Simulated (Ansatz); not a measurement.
A search over several starts for the lowest SCF solution of LaCu4 at the given spin, in a small basis.

```yaml
crystal:
  periodic: [false, false, false]
  atoms:
    - {symbol: La, position_ang: [-0.567324, -1.727037, 0.401293]}
    - {symbol: Cu, position_ang: [1.336599, 0.330383, -0.100355]}
    - {symbol: Cu, position_ang: [0.096702, 0.618714, 1.893281]}
    - {symbol: Cu, position_ang: [0.022356, -0.256275, -1.977496]}
    - {symbol: Cu, position_ang: [-0.888333, 1.034224, -0.216724]}
basis:
  gaussian: {orbitals: def2-SVP, initial_orbitals: start.molden}
magnetization: {spin_polarized: true, initial_magnetization: 3}
hamiltonian: {xc: pbe0, dispersion: d4}
output: {orbitals: {seedname: orbitals}}
```

The file start.molden holds the orbitals of an earlier run on this structure, at another level or in another basis.

```sh
$ ansatz run in.yaml --threads 4 --pin off --events-out ev --progress --plain --max-ram 4787MiB
```

It prints (some lines left out):

```
Functional definition: PBE0
1695 factors; integrals over basis functions are off by at most 7.3e-4 eV
mean field evaluation 1: about -179370.5989 eV, gradient 4.3e0 eV
mean field evaluation 2: about -179370.8867 eV, gradient 6.6e-1 eV
mean field evaluation 4: about -179371.1119 eV, gradient 3.5e-1 eV
mean field evaluation 8: about -179371.1133 eV, gradient 3.4e-5 eV
mean field evaluation 16: about -179329.7933 eV, gradient 1.3e2 eV
mean field evaluation 32: about -179371.1133 eV, gradient 4.0e-3 eV
mean field -179371.11331357 eV, -6591.7668321662 hartree, gradient 8.8e-6 eV, S^2 3.764565; 7 other end points of the search recorded, 0 dependent functions left out
reference -179371.11334750 eV, -6591.7668334132 hartree; 65, 62 occupied and 91, 94 virtual orbitals, 1695 factors
Total energy: -179371.34839573 eV, -6591.7754712762 hartree
```

Run time 45 s (4 threads of Arm Neoverse V1 on a shared host), peak host memory 1.1 GiB.

In the def2 sets La takes a core potential; there is no spin–orbit coupling. At PBE0-D4/def2-TZVP a doublet of charge 0 lies 0.38 eV below the quartet, each at its own geometry. The structure comes from a short search, and lower isomers may exist.
